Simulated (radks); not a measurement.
Numerical settings for the bromine ion Br3+, [Ar] 3d10 4s2 4p2. Method: Dirac Kohn-Sham, PBE, spin-unpolarised, spherical densities, finite nucleus; open shells are shared between the two j in proportion to 2j + 1; Fermi nuclear charge, rms radius 4.1629 fm; computed with a radial shooting solver on a logarithmic mesh with Libxc functionals. The defaults (mesh step 0.008 in ln r, mesh end at 40 bohr or more with all orbitals vanishing there, Anderson mixing 0.5 over 9 steps, residual threshold near 1e-9 with the energy settled to 1e-9 hartree or 1e-11 of itself, here a cap of 90 iterations) give E = -2604.0232 hartree and 4p3/2 at -39.645 eV in 14 iterations. Run on one thread of a shared host, so times are rough (Intel(R) Xeon(R) Platinum 8559C): 0.09 s of CPU time, 0.09 s wall, 14 iterations on 2189 mesh points. Changes against that run (0 stands for a change within the tolerance of the run):

setting                     iterations         converged  E (mhartree)  e(4p3/2) (meV)  CPU (s)
mesh step in ln r 0.03              13               yes     +0.000266               0     0.03
mesh step in ln r 0.08              11                no      diverged               -     0.04
mesh step in ln r 0.005             15               yes             0               0     0.15
mesh end (bohr) 2                   14  level above zero     +4.15e+03       +4.25e+04     0.07
mesh end (bohr) 400                 14               yes             0               0     0.09
residual threshold 0.001            10               yes             0         -0.0424     0.08
residual threshold 1e-13            31               yes             0               0     0.14
mixing 0.2                          18               yes             0               0     0.11
linear mixing, mixing 0.05          90                no       +0.0132            -100     0.49
linear mixing, mixing 0.8           49               yes             0               0     0.25
mixing history 3                    18               yes             0               0      0.1
iteration cap 3                      3                no         +47.7       -2.05e+03     0.03

Settled on a wrong energy, with an occupied level pushed above zero by the early mesh end: mesh end (bohr) 2 (+4.15 hartree). Apart from these: no run marked as converged misses the energy by more than 1 mhartree. A mesh that ends early acts as a hard wall.
